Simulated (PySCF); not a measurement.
## Static response to an electric field

CH10O2Si3.
SMILES with atom numbers: `[CH3:1][SiH2:2][O:3][SiH2:4][O:5][SiH3:6]` (hydrogens: H7, H8, H9 on C1; H10, H11 on Si2; H12, H13 on Si4; H14, H15, H16 on Si6)

Structure used (GFN2-xTB), in Å, numbered top down from 1:
```
atom  x, y, z in Å
C1    -2.7670    0.3831    0.0207
Si2   -1.3635   -0.8917    0.0039
O3    -0.3887   -0.5891    1.2680
Si4    1.0151   -0.1713    1.9456
O5     2.0911    0.2617    0.8199
Si6    2.5702    0.5558   -0.6974
H7    -3.4562    0.2107   -0.8005
H8    -3.3376    0.3342    0.9445
H9    -2.3879    1.3977   -0.0743
H10   -0.5863   -0.8036   -1.2367
H11   -1.8534   -2.2516    0.2426
H12    1.5523   -1.3533    2.6022
H13    0.7629    1.0075    2.7608
H14    2.5841   -0.7072   -1.4362
H15    1.6484    1.5110   -1.3139
H16    3.9090    1.1151   -0.5257
```

Level: CAM-B3LYP/def2-SVPD (PySCF), static field, nuclei fixed, core orbitals frozen in the response. The polarisability tensor in these axes (au):

```
x   99.87  0.34 -0.04
y    0.34 86.76 -0.81
z   -0.04 -0.81 89.05
```

Task: Give the principal values, the mean and the anisotropy Δα = √{½[(α1 − α2)² + (α2 − α3)² + (α1 − α3)²]}.

Result: Principal values 86.50, 89.31 and 99.88 au; mean 91.89 au = 13.62 Å³ = 15.15 × 10⁻⁴⁰ C²·m²/J; Δα = 12.22 au (13 % of the mean).

Task: What is the dipole moment, and where does it point?

Result: (-0.65, 0.33, -0.61) D, 0.95 D in size, pointing from the negative to the positive side. Measured along this direction, the outermost atoms are H12 at the negative end and H7 at the positive end.

Task: Molar refractivity from α?

Result: Lorentz–Lorenz: R = (4π/3)N_A α = 2.5225 cm³/(mol·Å³) × 13.62 Å³ = 34.3 cm³/mol, in the limit of long wavelengths.

Task: Directions of the eigenvectors, and the extent of the frame along each?

Result: Largest value along (1.00, 0.03, -0.01), where the nuclei span 7.38 Å; middle along (0.01, -0.30, 0.95), 4.60 Å; least along (-0.02, 0.95, 0.30), 3.81 Å. The response follows the extents in order.

Task: Form Σ f/ω² (atomic units) for the 8 lowest TDDFT singlets, given as eV and f, and set it beside the mean polarisability, which is this sum over all singlets: 7.38, 0.0143; 7.70, 0.0054; 7.73, 0.0080; 8.13, 0.0346; 8.16, 0.0147; 8.19, 0.0062; 8.28, 0.0840; 8.50, 0.0785.

Result: They add up to 2.69 au, 2.9 % of the 91.89 au; the largest single term is 0.91 au, from the state at 8.28 eV. Terms in order: 0.19, 0.07, 0.10, 0.39, 0.16, 0.07, 0.91, 0.80 au. Higher excitations give the rest. The strengths listed sum to 0.246.

Geometry: GFN2-xTB, one conformer, isolated molecule. GFN2-xTB frequencies show an imaginary mode (22i cm⁻¹), so this geometry is no minimum at that level.
